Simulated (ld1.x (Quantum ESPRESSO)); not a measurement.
## Ni (Z = 28), TM: configuration errors across variants

Ni, norm-conserving Troullier–Martins (Kleinman–Bylander form), made with ld1.x (Quantum ESPRESSO) 7.5 (PBE, fully relativistic). Core [Ar], reference 3d8 4s2 4p0. Waves: 4s (bound): rc 1.95 bohr; 3d (bound): rc 1.05 bohr; 4p (bound, empty): rc 2.40 bohr. Local part: the p channel. Core correction: none.

Open shells are filled in proportion to 2j + 1 (rel_dist='average').

All-electron excitation energies from the reference (eV): (1) 3d8 4s1 4p0 9.323; (2) 3d8 4s0 4p0 26.674; (3) 3d7 4s0 4p0 64.140; (4) 3d8.5 4s1.5 4p0 -1.183; (5) 3d6 4s0 4p0 121.695; (6) 3d8 4s0 4p1 15.006; (7) 3d7 4s2 4p1 10.544.

3 further variants failed, have other tests or another functional or relativity, and are left out.

A true bound ghost makes a file unfit for plane-wave use even where its test errors are small: the radial tests pick states by their node count and pass the ghost by.

Errors AE − PS in meV (a dash: test not solved or not reliable):

```csv
change,(1),(2),(3),(4),(5),(6),(7),bound ghosts
base,-6.8,+45,-265,-97,-1876,+14,-621,s
wave 4p (bound): rc 2.40 bohr becomes 4p (bound): rc 2.76 bohr,-2.7,+45,-274,-93,-1898,+17,-570,s
local potential the d channel,+4.8,+50,+171,-28,-189,+18,-155,"s, p3/2, p1/2"
"all radii scaled by about 0.94 (s 1.84, p 2.26, d 0.98 bohr)",-5.5,+44,-274,-96,-1927,+14,-610,s
```

Problem. Give the same row for: wave 3d (bound): rc 1.05 bohr becomes 3d (bound): rc 0.82 bohr.

Solution. -7.4, +42, -271, -99, -1958, +13, -638; bound ghosts: s.
